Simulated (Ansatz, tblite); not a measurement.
Removing and adding an electron: Te14Mo3. The state is a singlet with charge 0. Geometry: PBE-D4/def2-SVP. Ansatz, gas phase; energy differences of separate SCF runs; the oxidised species was run as a doublet alone; the reduced species was run as a doublet alone.

| atom | x (Å) | y (Å) | z (Å) |
| --- | --- | --- | --- |
| Mo1 | 1.3312 | -0.5005 | 0.9326 |
| Mo2 | 0.1599 | 1.2901 | -1.0164 |
| Mo3 | -1.4937 | -0.8076 | 0.0987 |
| Te4 | 0.5952 | -1.3504 | -1.5187 |
| Te5 | -0.6074 | 1.2531 | 1.5960 |
| Te6 | 3.7658 | -0.2654 | -0.4587 |
| Te7 | 2.8738 | 1.6666 | 1.8518 |
| Te8 | 1.6178 | -3.1831 | 1.4475 |
| Te9 | 0.8485 | -1.5216 | 3.4367 |
| Te10 | -1.1734 | 1.0459 | -3.4360 |
| Te11 | -2.0548 | 2.9536 | -1.1548 |
| Te12 | 2.6014 | 1.4564 | -2.3216 |
| Te13 | 1.7206 | 3.3643 | -0.0392 |
| Te14 | -2.7884 | -0.9782 | -2.3938 |
| Te15 | -3.6805 | 0.9537 | -0.0835 |
| Te16 | -1.4753 | -3.5198 | 0.5347 |
| Te17 | -2.2407 | -1.8571 | 2.5246 |

In the def2 sets Mo, Te take a core potential; there is no spin–orbit coupling. The xTB rows come from tblite. Single mean-field runs in def2-SVP are fitted with def2-universal-jkfit. HOMO above LUMO, or a gap near zero within one spin, warns that the state may not be the lowest or that an electron is smeared out. The order of the spin states hangs on the level: the triplet lies 0.08 eV below the singlet at PBE0-D4/def2-SVP, but 0.48 eV above it at LDA (SPW92)/def2-SVP.

```csv
level,−HOMO (eV),vertical IE (eV),−LUMO (eV),vertical EA (eV),HOMO–LUMO gap (eV),IE − EA (eV),remarks
GFN1-xTB,8.96,10.76,8.75,6.96,0.22,3.80,–
PBE-D4/def2-SVP,4.53,6.08,4.03,2.60,0.50,3.48,"gap within one spin near zero (+1 doublet), gap within one spin near zero (-1 doublet), restricted SCF unstable in HF (singlet)"
PBE0-D4/def2-SVP,5.25,6.13,3.61,–,1.64,–,restricted SCF unstable in HF (singlet)
```

(1) Estimate the rows for LDA (SPW92)/def2-SVP, revPBE-D4/def2-SVP, r2SCAN-D4/def2-SVP.

## Answers

(1) 
```csv
level,−HOMO (eV),vertical IE (eV),−LUMO (eV),vertical EA (eV),HOMO–LUMO gap (eV),IE − EA (eV),remarks
LDA (SPW92)/def2-SVP,4.73,6.25,4.25,–,0.48,–,"gap within one spin near zero (+1 doublet), restricted SCF unstable in HF (singlet)"
revPBE-D4/def2-SVP,4.46,6.04,3.95,2.55,0.51,3.48,"gap within one spin near zero (+1 doublet), gap within one spin near zero (-1 doublet), restricted SCF unstable in HF (singlet)"
r2SCAN-D4/def2-SVP,4.75,6.23,4.12,2.74,0.63,3.49,"gap within one spin near zero (+1 doublet), restricted SCF unstable in HF (singlet), spin-contaminated (⟨S²⟩ 0.83) (-1 doublet)"
```

Relaxing the oxidised species (PBE-D4/def2-SVP) changes its energy by -0.63 eV at PBE-D4/def2-SVP, so the adiabatic ionisation energy to this nearest minimum is 5.45 eV. At PBE0-D4/def2-SVP it is 5.20 eV.  Run but left out: CAM-B3LYP-D4/def2-SVP (charge +1 doublet: ⟨S²⟩ 1.19, where a pure state has 0.75); LDA (SPW92)/def2-SVP (charge -1 doublet: an occupied level 0.00 eV above an empty one); PBE0-D4/def2-SVP, CAM-B3LYP-D4/def2-SVP (charge -1 doublet: ⟨S²⟩ 1.36 to 2.21, where a pure state has 0.75).   Raw xTB energy differences between charge states are shifted by several eV; the methods need an empirical correction for them. Sets without diffuse functions give affinities that are too small.
